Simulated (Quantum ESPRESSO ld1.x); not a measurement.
The numbers below are computed, except where a source is named.
The gadolinium ion Gd+, 63 electrons, occupied as [Xe] 4f7 5d1 6s1. Code: ld1.x of Quantum ESPRESSO 7.5. Model: scalar-relativistic Kohn-Sham, LDA (Slater exchange, Hedin-Lundqvist correlation), spin-unpolarised, spherical densities, point nucleus.

Normalised radial functions P(r) = r R(r), r in bohr:

r              4f       6s
0.0007842  0.0000   0.0122
0.0009129  0.0000   0.0139
0.001063   0.0000   0.0157
0.001237   0.0000   0.0177
0.00144    0.0000   0.0200
0.001677   0.0000   0.0225
0.001952   0.0000   0.0252
0.002272   0.0000   0.0282
0.002646   0.0000   0.0314
0.00308    0.0000   0.0347
0.003585   0.0000   0.0382
0.004208   0.0000   0.0420
0.004898   0.0000   0.0455
0.005702   0.0000   0.0489
0.006638   0.0000   0.0518
0.007728   0.0000   0.0541
0.008997   0.0000   0.0554
0.01047    0.0000   0.0553
0.01219    0.0001   0.0535
0.01419    0.0001   0.0493
0.01653    0.0002   0.0425
0.01924    0.0003   0.0325
0.0224     0.0006   0.0192
0.02607    0.0010   0.0026
0.03035    0.0017  -0.0167
0.03533    0.0030  -0.0375
0.04114    0.0050  -0.0579
0.04789    0.0082  -0.0753
0.05575    0.0135  -0.0863
0.0649     0.0218  -0.0874
0.07556    0.0345  -0.0753
0.08796    0.0538  -0.0488
0.1032     0.0839  -0.0066
0.1202     0.1249   0.0416
0.1399     0.1812   0.0881
0.1629     0.2557   0.1204
0.1896     0.3500   0.1263
0.2207     0.4635   0.0977
0.2569     0.5923   0.0353
0.2991     0.7284  -0.0482
0.3482     0.8596  -0.1293
0.4054     0.9713  -0.1798
0.4719     1.0491  -0.1764
0.5494     1.0825  -0.1113
0.6396     1.0681   0.0028
0.7446     1.0095   0.1348
0.8669     0.9154   0.2453
1.009      0.7974   0.2985
1.175      0.6678   0.2730
1.368      0.5379   0.1677
1.592      0.4165   0.0015
1.854      0.3097  -0.1929
2.158      0.2207  -0.3782
2.532      0.1470  -0.5267
2.948      0.0949  -0.6007
3.432      0.0578  -0.6020
3.995      0.0328  -0.5382
4.651      0.0171  -0.4294
5.415      0.0080  -0.3036
6.304      0.0033  -0.1879
7.338      0.0012  -0.1004
8.543      0.0003  -0.0455
9.945      0.0000  -0.0172
11.58      0.0000  -0.0053

4f: eigenvalue -15.370 eV, 0 radial nodes, <r> = 0.864 bohr, 90 % of the charge inside 1.48 bohr. 6s: eigenvalue -9.637 eV, 5 radial nodes at r = 0.0266, 0.105, 0.275, 0.638, 1.59 bohr, <r> = 3.62 bohr, 90 % of the charge inside 5.24 bohr.
